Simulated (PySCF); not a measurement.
C2H5NOSi.

```xyz
10

N     -0.3326    -2.8634     0.0000
C      0.1976    -1.8321     0.0000
C      0.8017    -0.5104     0.0000
Si    -0.5041     0.8685     0.0000
O      0.4071     2.2641     0.0000
H      1.4444    -0.3881    -0.8878
H      1.4444    -0.3881     0.8878
H     -1.3545     0.7442     1.2168
H     -1.3545     0.7442    -1.2168
H     -0.0470     3.1144     0.0000
```
Charge 0, spin multiplicity 1.

Geometry optimised at B3LYP-D3(BJ)/def2-SVP. This is a generated structure with no PubChem entry under its InChIKey; it may be hypothetical. Other conformers were not sampled.

Method: PBE/pcSseg-1 (PySCF). Non-relativistic, no solvent.

Computed absolute GIAO shielding of each atom: isotropic value and principal components (ppm):
```tsv
atom	σ(iso)	σ11	σ22	σ33	span
N1	-37.2	-215.7	-205.4	309.5	525.2
C2	65.9	-46.4	-45.7	289.7	336.1
C3	177.2	158.4	171.8	201.2	42.8
Si4	348.6	313.7	323.6	408.4	94.8
O5	311.1	274.2	297.1	362.1	88.0
H6	29.3	24.7	28.2	35.0	10.3
H7	29.3	24.7	28.2	35.0	10.3
H8	25.9	22.8	24.7	30.2	7.4
H9	25.9	22.8	24.7	30.2	7.4
H10	30.6	22.4	25.1	44.3	21.9
```
